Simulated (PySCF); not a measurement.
FeH₃O₃, neutral, multiplicity 6. Atoms are numbered in the order given.

```xyz
7

Fe     0.0000     0.0000     0.0000
O     -1.7964    -0.1095     0.0000
H     -2.3623     0.6777     0.0000
O      0.8034     1.6105     0.0000
H      1.7680     1.7070     0.0000
O      0.9930    -1.5010     0.0000
H      0.5943    -2.3846     0.0000
```
Charge 0, spin multiplicity 6.

Coordinates come from a TPSSh-D3(BJ)/def2-SVP optimisation. The spin state was assumed, not searched. Other conformers were not sampled.

Method: TDA-PBE/def2-SVPD (PySCF).

Vertical excitations; the highest root listed may be one member of a degenerate set. Gas-phase values at a fixed geometry.

Computed excitation energies, oscillator strengths and character:
```json
[
 {"state": "root 1", "energy (eV)": "2.51", "λ (nm)": "495", "f": "0.005", "main pairs": "β HOMO→LUMO 100 %"},
 {"state": "root 2", "energy (eV)": "2.74", "λ (nm)": "452", "f": "0.000", "main pairs": "β HOMO−2→LUMO (degenerate set)"},
 {"state": "root 3", "energy (eV)": "2.74", "λ (nm)": "452", "f": "0.000", "main pairs": "β HOMO−1→LUMO (degenerate set)"},
 {"state": "root 4", "energy (eV)": "2.87", "λ (nm)": "431", "f": "0.000", "main pairs": "β HOMO−3→LUMO 92 %"},
 {"state": "root 5", "energy (eV)": "3.13", "λ (nm)": "396", "f": "0.000", "main pairs": "β HOMO−4→LUMO, β HOMO→LUMO+2, β HOMO−2→LUMO+1, β HOMO−1→LUMO+2 (degenerate set)"},
 {"state": "root 6", "energy (eV)": "3.13", "λ (nm)": "396", "f": "0.000", "main pairs": "β HOMO−5→LUMO, β HOMO→LUMO+1, β HOMO−2→LUMO+2, β HOMO−1→LUMO+1 (degenerate set)"},
 {"state": "root 7", "energy (eV)": "3.22", "λ (nm)": "384", "f": "0.004", "main pairs": "β HOMO→LUMO+1, β HOMO−4→LUMO, β HOMO−5→LUMO, β HOMO−1→LUMO+2 (degenerate set)"},
 {"state": "root 8", "energy (eV)": "3.22", "λ (nm)": "384", "f": "0.004", "main pairs": "β HOMO→LUMO+2, β HOMO−5→LUMO, β HOMO−4→LUMO, β HOMO−1→LUMO+1 (degenerate set)"},
 {"state": "root 9", "energy (eV)": "3.47", "λ (nm)": "357", "f": "0.000", "main pairs": "β HOMO−3→LUMO+2 (degenerate set)"},
 {"state": "root 10", "energy (eV)": "3.47", "λ (nm)": "357", "f": "0.000", "main pairs": "β HOMO−3→LUMO+1 (degenerate set)"}
]
```
Unrestricted roots are not spin-pure.
